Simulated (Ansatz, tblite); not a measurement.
Cost and result up the ladder for `CN(C)c1ncc(-c2ncc(-c3ncc(C#N)s3)s2)s1` (29 atoms). The state is a singlet with charge 0. Geometry: PBE-D4/def2-SVP.

```csv
atom,x (Å),y (Å),z (Å)
C1,1.312,-5.059,-2.633
N2,0.376,-4.219,-1.903
C3,-0.799,-4.833,-1.321
C4,0.725,-2.944,-1.587
N5,1.817,-2.334,-2.023
C6,1.878,-1.060,-1.565
C7,0.837,-0.630,-0.744
C8,0.682,0.666,-0.148
N9,1.563,1.651,-0.267
C10,1.161,2.759,0.394
C11,-0.066,2.680,1.062
C12,-0.698,3.725,1.822
N13,-0.158,4.921,2.025
C14,-0.967,5.712,2.763
C15,-2.183,5.152,3.168
C16,-3.208,5.743,3.939
N17,-4.060,6.244,4.578
S18,-2.290,3.512,2.562
S19,-0.743,1.086,0.825
S20,-0.307,-1.952,-0.527
H21,1.758,-5.835,-1.971
H22,0.794,-5.568,-3.473
H23,2.121,-4.420,-3.030
H24,-1.139,-5.663,-1.971
H25,-0.607,-5.242,-0.302
H26,-1.626,-4.096,-1.252
H27,2.716,-0.403,-1.839
H28,1.775,3.671,0.398
H29,-0.663,6.737,3.020
```

Ansatz on 2 threads of AMD EPYC 7R13 on a shared host and a share (18 GiB) of an NVIDIA H100 80GB HBM3; xTB runs through tblite on one thread. Times are rough, summed over both states, and most runs start from the orbitals of an earlier one. PBE0-D4/def2-TZVP serves as the yardstick here, not as an exact answer. The other state is a doublet.

The xTB rows come from tblite. Single mean-field runs in def2-TZVP are fitted with def2-universal-jkfit.

Raw xTB energies of ions are shifted by several eV.

```json
{"level": "GFN2-xTB", "functions": "104", "wall time": "0.12 s", "vertical IE (eV)": "12.06", "difference from PBE0-D4/def2-TZVP (eV)": "4.96"}
{"level": "GFN1-xTB", "functions": "113", "wall time": "0.12 s", "vertical IE (eV)": "12.43", "difference from PBE0-D4/def2-TZVP (eV)": "5.33"}
{"level": "PBE-D4/def2-TZVP", "functions": "692", "wall time": "13 s", "vertical IE (eV)": "6.89", "difference from PBE0-D4/def2-TZVP (eV)": "-0.21"}
{"level": "PBE0-D4/def2-TZVP (with forces)", "functions": "692", "wall time": "19 s", "vertical IE (eV)": "7.10", "difference from PBE0-D4/def2-TZVP (eV)": "0.00"}
```
